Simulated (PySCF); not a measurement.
singlet methylene (CH₂), singlet, at a GFN2-xTB geometry. Base run: M06/def2-TZVP (PySCF).

Input for PySCF:
```python
from pyscf import gto, scf, dft

mol = gto.M(
    atom='''
C     0.00403916    0.00124078    0.16463541
H     0.00029648    0.87790816   -0.50085524
H    -0.02453143   -0.88535285   -0.48695721
''',
    basis='def2-tzvp',
    verbose=4,
)

mf = dft.RKS(mol)
mf.xc = 'm06'
mf.kernel()
mf.analyze()
```

The base run was repeated with changes; each row names its change, and settings that it needs were set with it.

```
change                                ΔE vs base (µEh)  grid points  electrons on the grid
------------------------------------  ----------------  -----------  ---------------------
base                                               0.0        33736                8.00000
grids.level = 4                                   26.6        60024                8.00000
grids.atom_grid = (30, 110)                        120         7392                7.99997
small_rho_cutoff = 0                               0.0        33736                8.00000
grids.atom_grid = (99, 590)                       27.1        97776                8.00000
grids.becke_scheme = stratmann                    -3.3        33736                8.00000
grids.radi_method = mura_knowles                   0.9        32224                8.00000
grids.level = 2                                    8.4        21952                8.00000
grids.radi_method = gauss_chebyshev              -10.5        32912                8.00000
grids.prune = off                                 -0.8        52856                8.00000
grids.prune = dft.gen_grid.sg1_prune              -107        14952                7.99999
```
